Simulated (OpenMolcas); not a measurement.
## How basis sets differ on C2F4O (trifluoroacetyl fluoride)

C2F4O: 7 atoms, total charge 0, spin state singlet. As SMILES, `O=C(F)C(F)(F)F`. The shape is that of a PBE0-D4/def2-TZVP optimisation.

```tsv
atom	x (Å)	y (Å)	z (Å)
O	1.0612	-1.3962	0.7011
C	0.0890	-0.7981	0.4351
F	-1.1368	-1.2010	0.7399
C	0.0181	0.5518	-0.3064
F	-0.6979	0.4183	-1.4187
F	-0.5643	1.4616	0.4688
F	1.2308	0.9636	-0.6198
```

Each level gives the HOMO–LUMO gap (eV). The values are calculated.

```tsv
level	kind	program	value (eV)	CPU time
HF/ANO-R0 (sfX2C)	Hartree–Fock	OpenMolcas	17.00	3.2 s
HF/ANO-RCC-MB (DKH2)	Hartree–Fock	OpenMolcas	17.23	4.3 s
HF/STO-3G	Hartree–Fock	OpenMolcas	17.04	1.6 s
HF/3-21G	Hartree–Fock	OpenMolcas	17.09	2.5 s
HF/6-31G (RICD fitting)	Hartree–Fock	OpenMolcas	17.06	2.7 s
HF/cc-pVDZ	Hartree–Fock	OpenMolcas	17.49	13 s
```

The values span 17.00 to 17.49 eV. A Hartree–Fock LUMO above zero doesn't converge with the basis: it sinks as sets grow more diffuse. Orbital gaps aren't excitation energies. Times are those of the runs behind each value, whatever else they computed, on shared processors of several kinds: orders of magnitude only.
